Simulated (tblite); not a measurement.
Record of a relaxation.

Species: C₄H₅BBrF.
Numbering: `[CH3:1][CH2:2][C:3]#[C:4][B:5]([F:6])[Br:7]` (hydrogens: H8, H9, H10 on C1; H11, H12 on C2)

Computed with GFN2-xTB (tblite), gas phase: L-BFGS steps from a force-field or distance-geometry start until the largest atomic force falls under 0.01 eV/Å. 14 of its 34 geometries are shown.

Step 0: E = -576.1205 eV, largest atomic force 3.402 eV/Å
```
atom  x, y, z in Å  |  force x, y, z in eV/Å
C1     -1.848    0.452    0.641   -0.592   0.178   0.554
C2     -1.167    0.216   -0.702    0.947  -0.466   0.204
C3      0.266   -0.100   -0.481   -2.997   0.658  -0.718
C4      1.422   -0.343   -0.321    3.048  -0.756   0.453
B5      2.904   -0.675   -0.085    0.994   0.111  -1.370
F6      3.779   -0.840   -1.228   -1.864   0.295   2.830
Br7     3.645   -0.735    1.760   -0.459  -0.028  -1.633
H8     -2.922    0.691    0.470    0.702  -0.205   0.182
H9     -1.785   -0.454    1.284   -0.022   0.691  -0.422
H10    -1.394    1.312    1.175   -0.228  -0.612  -0.295
H11    -1.250    1.117   -1.328    0.117  -0.319   0.081
H12    -1.650   -0.643   -1.213    0.354   0.451   0.134
```

Step 3: E = -576.5520 eV, largest atomic force 0.928 eV/Å
```
atom  x, y, z in Å  |  force x, y, z in eV/Å
C1     -1.857    0.455    0.649    0.120  -0.017  -0.151
C2     -1.148    0.209   -0.689    0.337  -0.054   0.124
C3      0.269   -0.101   -0.492   -0.881   0.191  -0.222
C4      1.438   -0.351   -0.320    0.824  -0.222   0.069
B5      2.917   -0.664   -0.112   -0.565   0.267   0.348
F6      3.727   -0.833   -1.139   -0.033  -0.033   0.395
Br7     3.628   -0.737    1.692   -0.163  -0.027  -0.810
H8     -2.905    0.685    0.476   -0.007  -0.029  -0.001
H9     -1.786   -0.432    1.273   -0.018   0.039   0.060
H10    -1.401    1.294    1.168    0.015  -0.027   0.053
H11    -1.244    1.102   -1.324    0.155  -0.187   0.085
H12    -1.636   -0.628   -1.209    0.216   0.099   0.049
```

Step 5: E = -576.6048 eV, largest atomic force 0.325 eV/Å
```
atom  x, y, z in Å  |  force x, y, z in eV/Å
C1     -1.852    0.454    0.643   -0.009   0.005   0.105
C2     -1.134    0.207   -0.681   -0.016  -0.025  -0.074
C3      0.270   -0.101   -0.499   -0.315   0.071  -0.040
C4      1.439   -0.354   -0.323   -0.124   0.025  -0.048
B5      2.889   -0.648   -0.096    0.054   0.022  -0.083
F6      3.720   -0.834   -1.105   -0.005  -0.015   0.080
Br7     3.618   -0.738    1.639    0.043  -0.019   0.033
H8     -2.903    0.683    0.476    0.058  -0.026  -0.066
H9     -1.788   -0.427    1.275    0.004  -0.044   0.071
H10    -1.401    1.289    1.170    0.043   0.047   0.054
H11    -1.234    1.090   -1.319    0.142   0.032  -0.022
H12    -1.622   -0.621   -1.206    0.124  -0.072  -0.009
```

Step 8: E = -576.6112 eV, largest atomic force 0.124 eV/Å
```
atom  x, y, z in Å  |  force x, y, z in eV/Å
C1     -1.850    0.454    0.649    0.008  -0.005  -0.007
C2     -1.139    0.207   -0.683   -0.054   0.022   0.030
C3      0.257   -0.098   -0.501    0.118  -0.025   0.029
C4      1.427   -0.352   -0.328   -0.025   0.021  -0.028
B5      2.882   -0.643   -0.098   -0.060   0.015  -0.009
F6      3.721   -0.836   -1.098   -0.017  -0.003  -0.006
Br7     3.620   -0.740    1.635   -0.010  -0.001   0.017
H8     -2.899    0.681    0.471    0.004  -0.001   0.003
H9     -1.788   -0.429    1.281    0.009   0.021   0.014
H10    -1.397    1.292    1.174    0.004  -0.025   0.005
H11    -1.222    1.091   -1.321    0.021   0.025  -0.021
H12    -1.611   -0.627   -1.208    0.002  -0.044  -0.027
```

Step 10: E = -576.6116 eV, largest atomic force 0.026 eV/Å
```
atom  x, y, z in Å  |  force x, y, z in eV/Å
C1     -1.850    0.454    0.649   -0.003  -0.002  -0.008
C2     -1.140    0.207   -0.683    0.016  -0.009  -0.011
C3      0.257   -0.098   -0.501   -0.016   0.006   0.011
C4      1.427   -0.351   -0.329    0.019   0.011  -0.014
B5      2.880   -0.642   -0.099    0.006  -0.001   0.008
F6      3.720   -0.836   -1.098   -0.019  -0.002  -0.010
Br7     3.619   -0.740    1.635   -0.022   0.002   0.006
H8     -2.898    0.680    0.471   -0.005   0.002   0.011
H9     -1.787   -0.428    1.282    0.008   0.012   0.010
H10    -1.397    1.291    1.175    0.005  -0.015   0.003
H11    -1.220    1.092   -1.321    0.006  -0.002   0.000
H12    -1.610   -0.629   -1.209    0.006  -0.002  -0.005
```

Step 13: E = -576.6118 eV, largest atomic force 0.016 eV/Å
```
atom  x, y, z in Å  |  force x, y, z in eV/Å
C1     -1.850    0.453    0.649    0.001  -0.001   0.005
C2     -1.140    0.207   -0.684    0.001  -0.003   0.003
C3      0.257   -0.098   -0.499   -0.011   0.005  -0.006
C4      1.428   -0.349   -0.332   -0.002   0.010   0.006
B5      2.880   -0.641   -0.098    0.007   0.002  -0.006
F6      3.717   -0.837   -1.099    0.004  -0.007  -0.002
Br7     3.616   -0.740    1.637   -0.016   0.000   0.002
H8     -2.898    0.680    0.472    0.001  -0.001   0.005
H9     -1.786   -0.427    1.284    0.001  -0.010  -0.003
H10    -1.396    1.289    1.176    0.006   0.008  -0.007
H11    -1.218    1.093   -1.322    0.000  -0.013   0.003
H12    -1.609   -0.631   -1.210    0.008   0.010   0.000
```

Step 15: E = -576.6119 eV, largest atomic force 0.025 eV/Å
```
atom  x, y, z in Å  |  force x, y, z in eV/Å
C1     -1.850    0.453    0.649    0.003  -0.001   0.007
C2     -1.140    0.206   -0.683   -0.010   0.005   0.013
C3      0.257   -0.097   -0.499    0.025  -0.003  -0.002
C4      1.428   -0.347   -0.332   -0.003   0.007   0.005
B5      2.880   -0.641   -0.098   -0.012   0.006  -0.010
F6      3.716   -0.838   -1.099    0.008  -0.007   0.003
Br7     3.613   -0.740    1.637   -0.010  -0.001   0.001
H8     -2.898    0.680    0.473    0.004  -0.002   0.004
H9     -1.785   -0.427    1.285    0.000  -0.007  -0.006
H10    -1.395    1.288    1.175    0.003   0.005  -0.007
H11    -1.217    1.092   -1.322   -0.004   0.003  -0.004
H12    -1.608   -0.630   -1.211   -0.003  -0.006  -0.005
```

Step 18: E = -576.6119 eV, largest atomic force 0.012 eV/Å
```
atom  x, y, z in Å  |  force x, y, z in eV/Å
C1     -1.849    0.452    0.649    0.003  -0.001  -0.003
C2     -1.140    0.206   -0.683    0.000   0.000  -0.008
C3      0.257   -0.097   -0.499   -0.001   0.003  -0.001
C4      1.429   -0.344   -0.332    0.003   0.002  -0.006
B5      2.879   -0.640   -0.100    0.001   0.001   0.002
F6      3.716   -0.839   -1.100    0.006  -0.005   0.007
Br7     3.609   -0.740    1.638   -0.003  -0.001  -0.001
H8     -2.898    0.680    0.474    0.002  -0.001   0.002
H9     -1.785   -0.428    1.284    0.002   0.001   0.001
H10    -1.393    1.289    1.174    0.000  -0.002   0.002
H11    -1.217    1.091   -1.322   -0.008   0.009   0.000
H12    -1.607   -0.630   -1.212   -0.007  -0.007   0.005
```

Step 20: E = -576.6120 eV, largest atomic force 0.026 eV/Å
```
atom  x, y, z in Å  |  force x, y, z in eV/Å
C1     -1.849    0.452    0.650    0.001  -0.001  -0.005
C2     -1.140    0.206   -0.683    0.005  -0.003  -0.011
C3      0.257   -0.096   -0.499   -0.023   0.009  -0.009
C4      1.429   -0.343   -0.333    0.001   0.002  -0.011
B5      2.879   -0.639   -0.100    0.012  -0.003   0.006
F6      3.717   -0.841   -1.099    0.003  -0.003   0.006
Br7     3.607   -0.740    1.638    0.001  -0.001   0.003
H8     -2.898    0.680    0.475    0.000  -0.001   0.001
H9     -1.784   -0.428    1.284    0.005   0.003   0.002
H10    -1.393    1.289    1.174    0.001  -0.004   0.005
H11    -1.218    1.091   -1.322   -0.007  -0.004   0.005
H12    -1.607   -0.631   -1.212    0.001   0.006   0.009
```

Step 23: E = -576.6121 eV, largest atomic force 0.018 eV/Å
```
atom  x, y, z in Å  |  force x, y, z in eV/Å
C1     -1.847    0.451    0.650   -0.004   0.002   0.006
C2     -1.141    0.206   -0.685   -0.004   0.004   0.015
C3      0.257   -0.093   -0.501    0.008   0.002  -0.016
C4      1.430   -0.338   -0.337   -0.003   0.000  -0.014
B5      2.879   -0.638   -0.101   -0.008  -0.004   0.002
F6      3.720   -0.845   -1.096   -0.002   0.002   0.003
Br7     3.600   -0.741    1.640    0.006   0.001   0.012
H8     -2.896    0.679    0.478   -0.004   0.000  -0.005
H9     -1.781   -0.429    1.284    0.009   0.001  -0.001
H10    -1.390    1.288    1.173    0.004  -0.004   0.004
H11    -1.222    1.092   -1.322   -0.006  -0.015  -0.004
H12    -1.607   -0.633   -1.210    0.005   0.013  -0.002
```

Step 25: E = -576.6122 eV, largest atomic force 0.036 eV/Å
```
atom  x, y, z in Å  |  force x, y, z in eV/Å
C1     -1.845    0.451    0.650    0.000   0.002   0.014
C2     -1.142    0.206   -0.685   -0.007   0.008   0.018
C3      0.257   -0.090   -0.505    0.035  -0.005  -0.008
C4      1.431   -0.332   -0.343    0.001  -0.005  -0.005
B5      2.879   -0.637   -0.101   -0.020  -0.003  -0.001
F6      3.723   -0.850   -1.093   -0.005   0.004   0.002
Br7     3.593   -0.741    1.643    0.000   0.003   0.006
H8     -2.895    0.678    0.481   -0.003  -0.001  -0.004
H9     -1.778   -0.430    1.284    0.005  -0.005   0.002
H10    -1.387    1.286    1.173    0.002   0.004   0.006
H11    -1.226    1.092   -1.322   -0.006  -0.001  -0.016
H12    -1.608   -0.634   -1.209   -0.002  -0.001  -0.013
```

Step 28: E = -576.6123 eV, largest atomic force 0.012 eV/Å
```
atom  x, y, z in Å  |  force x, y, z in eV/Å
C1     -1.844    0.450    0.652    0.007  -0.001   0.000
C2     -1.142    0.207   -0.685    0.004   0.000  -0.011
C3      0.258   -0.087   -0.509   -0.008   0.003   0.000
C4      1.432   -0.329   -0.347    0.000  -0.008   0.004
B5      2.878   -0.636   -0.101    0.005  -0.005   0.003
F6      3.724   -0.853   -1.089   -0.002   0.003  -0.001
Br7     3.588   -0.741    1.645   -0.008   0.004  -0.002
H8     -2.894    0.677    0.483    0.007  -0.003   0.005
H9     -1.774   -0.431    1.285    0.000  -0.002   0.003
H10    -1.385    1.286    1.175   -0.003   0.005   0.007
H11    -1.230    1.091   -1.324   -0.003   0.002  -0.006
H12    -1.608   -0.634   -1.209    0.002   0.000  -0.002
```

Step 30: E = -576.6123 eV, largest atomic force 0.017 eV/Å
```
atom  x, y, z in Å  |  force x, y, z in eV/Å
C1     -1.843    0.450    0.652    0.004  -0.001  -0.007
C2     -1.142    0.207   -0.686    0.003   0.000  -0.007
C3      0.258   -0.086   -0.510   -0.016   0.004  -0.002
C4      1.432   -0.328   -0.349   -0.006  -0.007   0.004
B5      2.877   -0.637   -0.101    0.005  -0.002  -0.001
F6      3.724   -0.854   -1.089    0.001   0.002  -0.002
Br7     3.585   -0.741    1.646   -0.004   0.003   0.002
H8     -2.893    0.677    0.484    0.007  -0.003   0.005
H9     -1.773   -0.432    1.285    0.004   0.005  -0.002
H10    -1.385    1.286    1.175   -0.003  -0.004   0.001
H11    -1.232    1.091   -1.325    0.000  -0.003   0.003
H12    -1.608   -0.634   -1.209    0.005   0.006   0.005
```

Step 33: E = -576.6123 eV, largest atomic force 0.010 eV/Å
```
atom  x, y, z in Å  |  force x, y, z in eV/Å
C1     -1.841    0.450    0.652   -0.003   0.001   0.000
C2     -1.142    0.208   -0.687   -0.003   0.003   0.005
C3      0.258   -0.084   -0.512    0.008  -0.003   0.000
C4      1.431   -0.328   -0.350   -0.003  -0.005   0.001
B5      2.877   -0.637   -0.101   -0.007   0.002  -0.003
F6      3.725   -0.855   -1.087    0.000   0.002   0.001
Br7     3.581   -0.740    1.647   -0.001   0.002   0.002
H8     -2.892    0.676    0.486   -0.005   0.000   0.000
H9     -1.771   -0.432    1.285    0.009   0.001  -0.005
H10    -1.384    1.286    1.176    0.005  -0.003  -0.005
H11    -1.235    1.091   -1.326    0.002   0.004   0.002
H12    -1.607   -0.634   -1.209   -0.001  -0.002   0.001
```

Problem. Summarise the path.

Solution. The energy falls by 0.4919 eV from step 0 to step 33; nine tenths of that is first reached at step 4. It falls at every step. The largest force goes from 3.402 to 0.010 eV/Å. Among the bonds B5–F6 changes most, from 1.450 to 1.319 Å; the atoms move by 0.066 Å rms after alignment.

The cost below is that of the whole relaxation. Time: 0.14 s. Hardware: Arm Neoverse V2, one thread (shared host).
